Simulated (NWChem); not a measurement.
Correlation energy of Ge

```
Ge
```
Charge 0, spin multiplicity 3.

Everything below was run with NWChem.

Basis set: 6-31G*. Each correlation energy counts from its own Hartree-Fock reference.

The Hamiltonian is non-relativistic. The correlated methods keep 9 core orbitals frozen. The Pople sets run with spherical d functions. No SCF solution was tested for a lower state. Open-shell Hartree-Fock references start from PBE0 orbitals. No row is a measurement; the coupled-cluster row has its own basis-set and correlation limits.

```json
[
 {"method": "CCSDT on ROHF", "correlation energy (mHa)": "-210.9"},
 {"method": "UMP2", "correlation energy (mHa)": "-203.8"},
 {"method": "CCSD(T) on ROHF", "correlation energy (mHa)": "-210.9"},
 {"method": "CCSD[T] on UHF", "correlation energy (mHa)": "[?]"},
 {"method": "SCS-UMP2", "correlation energy (mHa)": "-186.9"},
 {"method": "CCSD on UHF", "correlation energy (mHa)": "[?]"},
 {"method": "CCSD on ROHF", "correlation energy (mHa)": "-207.6"},
 {"method": "CCSD[T] on ROHF", "correlation energy (mHa)": "-211.3"},
 {"method": "CCSD(T) on UHF", "correlation energy (mHa)": "-207.5"}
]
```

Question: Complete the blanks.

Answer: 
- CCSD[T] on UHF, correlation energy (mHa): -208.0
- CCSD on UHF, correlation energy (mHa): -204.4
